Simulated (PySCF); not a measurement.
Choosing a molecule for a target property.

Each SMILES stands for a single optimised conformer of the isolated species (atoms past krypton carry core potentials, spin–orbit coupling is left out); the electronic structure was computed with PySCF and density fitting.

Dipoles, sizes and rotational constants follow the conformer. The torsions of the flexible species, by atom-mapped SMILES:
- `[CH3:1][N:2]([CH3:3])[CH2:4][C:5]([F:6])([F:7])[C:8]([F:9])([F:10])[F:11]`: C1–N2–C4–C5 75°, N2–C4–C5–F6 168°, C4–C5–C8–F9 164°
- `[CH3:1][C:2]([CH3:3])([CH3:4])[CH:5]1[CH2:6][CH2:7]1`: C1–C2–C5–C6 84°
- `[SiH3:1][CH2:2][c:3]1[cH:4][cH:5][c:6]([Cl:7])[cH:8][cH:9]1`: Si1–C2–C3–C4 -89°
- `[CH3:1][O+:2]([AlH3-:3])[CH2:4][CH:5]([F:6])[F:7]`: C1–O2–C4–C5 86°, O2–C4–C5–F6 -67°
- `[Cl:1][CH2:2][AlH-:3]1[Cl+:4][AlH2-:5][Cl+:6]1`: Cl1–C2–Al3–Cl4 -71°
- `[O:1]=[P:2]([OH:3])([OH:4])[OH:5]`: H–O3–P2–O1 44°, H–O4–P2–O1 23°, H–O5–P2–O1 176°

Question: Wanted: lowest triplet excitation (Tamm–Dancoff) above 4.6 eV (TDA CAM-B3LYP/def2-SVPD) and HOMO energy above -8.5 eV (CAM-B3LYP/def2-SVPD), at PBE0-D3(BJ)/def2-SVP geometries. Which candidate meets both?
A. `CN(C)CC(F)(F)C(F)(F)F`
B. `C1(CC1)C(C)(C)C`
C. `[H][In]([H])([H])<-[OH2]`
D. `Cl[B](Cl)[GeH3]`

Answer: A. Computed values:
```
                 species  lowest triplet excitation (Tamm–Dancoff)  HOMO energy
         Cl[B](Cl)[GeH3]                                   4.07 eV     -9.71 eV
[H][In]([H])([H])<-[OH2]                                   5.18 eV     -8.85 eV
   CN(C)CC(F)(F)C(F)(F)F                                   6.16 eV     -8.16 eV
         C1(CC1)C(C)(C)C                                   7.70 eV     -9.30 eV
```

Question: Wanted: static isotropic polarisability between 60 au and 100 au (CAM-B3LYP/def2-SVPD) and dipole moment above 3.2 D (CAM-B3LYP/def2-SVPD), at PBE0-D3(BJ)/def2-SVP geometries. Which candidate meets both?
A. `[SiH3]Cc1ccc(Cl)cc1`
B. `CN(C)CC(F)(F)C(F)(F)F`
C. `[H][In]([H])([H])<-[OH2]`
D. `C[O+]([AlH3-])CC(F)F`
E. `Cl[CH2][AlH-]1[Cl+][AlH2-][Cl+]1`
F. `CC(C)(C)C1CC1`

Answer: D. Computed values:
```
                         species  static isotropic polarisability  dipole moment
        [H][In]([H])([H])<-[OH2]                          51.7 au         3.70 D
           CN(C)CC(F)(F)C(F)(F)F                          74.5 au         3.04 D
            C[O+]([AlH3-])CC(F)F                          76.0 au         3.39 D
                   CC(C)(C)C1CC1                          82.5 au         0.07 D
Cl[CH2][AlH-]1[Cl+][AlH2-][Cl+]1                         104.4 au         1.64 D
             [SiH3]Cc1ccc(Cl)cc1                         124.5 au         2.10 D
```

Question: Wanted: smallest rotational constant between 0.9 GHz and 1.5 GHz (PBE0-D3(BJ)/def2-SVP) and electronic spatial extent ⟨r²⟩ about the centre of nuclear charge below 2000 bohr² (CAM-B3LYP/def2-SVPD), at PBE0-D3(BJ)/def2-SVP geometries. Which candidate meets both?
A. `CN(C)CC(F)(F)C(F)(F)F`
B. `Cl[CH2][AlH-]1[Cl+][AlH2-][Cl+]1`
C. `O=P(O)(O)O`
D. `CC(C)(C)C1CC1`
E. `Cl[B](Cl)[GeH3]`
F. `c1c(ccc(C[SiH3])c1)Cl`

Answer: E. Computed values:
| species | smallest rotational constant | electronic spatial extent ⟨r²⟩ about the centre of nuclear charge |
| --- | --- | --- |
| c1c(ccc(C[SiH3])c1)Cl | 0.475 GHz | 2297 bohr² |
| Cl[CH2][AlH-]1[Cl+][AlH2-][Cl+]1 | 0.596 GHz | 1791 bohr² |
| CN(C)CC(F)(F)C(F)(F)F | 0.790 GHz | 1625 bohr² |
| Cl[B](Cl)[GeH3] | 1.026 GHz | 978 bohr² |
| CC(C)(C)C1CC1 | 1.901 GHz | 842 bohr² |
| O=P(O)(O)O | 4.303 GHz | 408 bohr² |

Question: Wanted: lowest singlet excitation between 6.4 eV and 7 eV (TDDFT CAM-B3LYP/def2-SVPD) and HOMO–LUMO gap above 9 eV (CAM-B3LYP/def2-SVPD), at PBE0-D3(BJ)/def2-SVP geometries. Which candidate meets both?
A. `CN(C)CC(F)(F)C(F)(F)F`
B. `[H][In]([H])([H])<-[OH2]`
C. `c1cc(ccc1Cl)C[SiH3]`
D. `C[O+]([AlH3-])CC(F)F`
E. `Cl[B](Cl)[GeH3]`
F. `CC(C)(C)C1CC1`

Answer: D. Computed values:
| species | lowest singlet excitation | HOMO–LUMO gap |
| --- | --- | --- |
| Cl[B](Cl)[GeH3] | 4.78 eV | 8.64 eV |
| c1cc(ccc1Cl)C[SiH3] | 5.11 eV | 8.40 eV |
| [H][In]([H])([H])<-[OH2] | 5.51 eV | 8.52 eV |
| CN(C)CC(F)(F)C(F)(F)F | 6.34 eV | 9.29 eV |
| C[O+]([AlH3-])CC(F)F | 6.55 eV | 9.80 eV |
| CC(C)(C)C1CC1 | 7.85 eV | 10.68 eV |
